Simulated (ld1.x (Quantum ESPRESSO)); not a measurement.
S, TM: configuration errors across variants

sulfur, norm-conserving Troullier–Martins (Kleinman–Bylander form), made with ld1.x (Quantum ESPRESSO) 7.5 (PW91, scalar-relativistic). Core [Ne], reference 3s2 3p2 (charge +2). Waves: 3p (bound): rc 1.40 bohr; 3s (bound): rc 1.25 bohr. Local part: the s channel. Core correction: Bessel-smoothed model core inside 1.25 bohr.

All-electron excitation energies from the reference (eV): (1) 3s2 3p4 -34.166; (2) 3s2 3p3 -22.346; (3) 3s2 3p1 34.120; (4) 3s1 3p5 -23.854; (5) 3s2 3p4.3 -35.889; (6) 3s2 3p0 81.021; (7) 3s2 3p3.5 -29.482.

Errors AE − PS in meV (a dash: test not solved or not reliable):

| change | (1) | (2) | (3) | (4) | (5) | (6) | (7) | bound ghosts |
| --- | --- | --- | --- | --- | --- | --- | --- | --- |
| base | +30 | +12 | +17 | +25 | +35 | +95 | +21 | none |
| wave 3s (bound): rc 1.25 bohr becomes 3s (bound): rc 0.82 bohr | +91 | +35 | +63 | +81 | +104 | +343 | +64 | none |
| wave 3s (bound): rc 1.25 bohr becomes 3s (bound): rc 1.00 bohr | +42 | +16 | +25 | +34 | +48 | +135 | +29 | none |
| wave 3s (bound): rc 1.25 bohr becomes 3s (bound): rc 1.22 bohr | +31 | +12 | +18 | +25 | +35 | +97 | +22 | none |
| wave 3s (bound): rc 1.25 bohr becomes 3s (bound): rc 1.40 bohr | +29 | +12 | +17 | +24 | +34 | +93 | +21 | none |
| wave 3s (bound): rc 1.25 bohr becomes 3s (bound): rc 1.62 bohr | +35 | +14 | +20 | +29 | +41 | +108 | +25 | none |

(1) Give the same row for: wave 3s (bound): rc 1.25 bohr becomes 3s (bound): rc 1.86 bohr.

Answers

(1) +58, +21, +32, +51, +68, +163, +40; bound ghosts: none.
